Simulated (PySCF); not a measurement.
**TDDFT excited states: C4H10BNO**

Species: C4H10BNO.
SMILES: `C(C)#[N+][BH2-]OCC`

Level of theory: TDDFT B3LYP/def2-SVPD, vertical, gas phase, core orbitals frozen in the response in PySCF 2.14.0, density-fitted response routines. Isolated species at its PBE0-D3(BJ)/def2-SVP geometry (one conformer only). Note that the optimisation stopped short of convergence; the values belong to its last geometry.

| state | λ (nm) | E (eV) | f | main configurations (H = HOMO, L = LUMO) |
| --- | --- | --- | --- | --- |
| S1 | 262.7 | 4.72 | 0.0038 | H→L (97%) |
| S2 | 252.7 | 4.91 | 0.0080 | H→L+1 (98%) |
| S3 | 243.5 | 5.09 | 0.0074 | H-1→L (96%) |
| S4 | 229.8 | 5.40 | 0.0040 | H→L+2 (92%) |
| S5 | 227.3 | 5.45 | 0.084 | H-1→L+1 (89%) |
| S6 | 213.7 | 5.80 | 0.0046 | H-1→L+2 (99%) |
| S7 | 194.9 | 6.36 | 0.021 | H-2→L (82%), H-2→L+1 (15%) |
| S8 | 188.7 | 6.57 | 0.059 | H-2→L+1 (80%), H-2→L (14%) |
| S9 | 185.3 | 6.69 | 0.0072 | H→L+3 (93%) |
| S10 | 177.0 | 7.01 | 0.0014 | H-2→L+2 (97%) |

Triplets (Tamm–Dancoff): T1 4.59 eV, H→L (98%); T2 4.72 eV, H→L+1 (86%), H-1→L+1 (10%); T3 4.92 eV, H-1→L (96%); T4 4.96 eV, H-1→L+1 (82%), H→L+1 (12%).

The lowest singlet lies at 4.72 eV (263 nm, ultraviolet) and is very weak; its leading configuration is HOMO→LUMO (97%). The strongest level in the table is S5 at 5.45 eV (227 nm, f = 0.084). Löwdin shares by element: HOMO oxygen 55%, carbon 11% or more, boron 10%, hydrogen 8% or more (atoms not listed hold the other 16%); LUMO carbon 48% or more, nitrogen 34%, hydrogen 6% or more. The listed states span 2.29 eV, and the widest gap between neighbours is 0.56 eV (S6 to S7). Of the 10 states listed, 3 reach f = 0.01 and none stays under 0.0005. Orbital energies (eV): HOMO-3 -8.99, HOMO-2 -8.15, HOMO-1 -6.99, HOMO -6.56, LUMO -0.92, LUMO+1 -0.80, LUMO+2 -0.54. All these states lie below the vertical ionisation energy of 8.83 eV (ΔSCF). Only the lowest 10 singlets were computed, as vertical energies without vibronic structure.
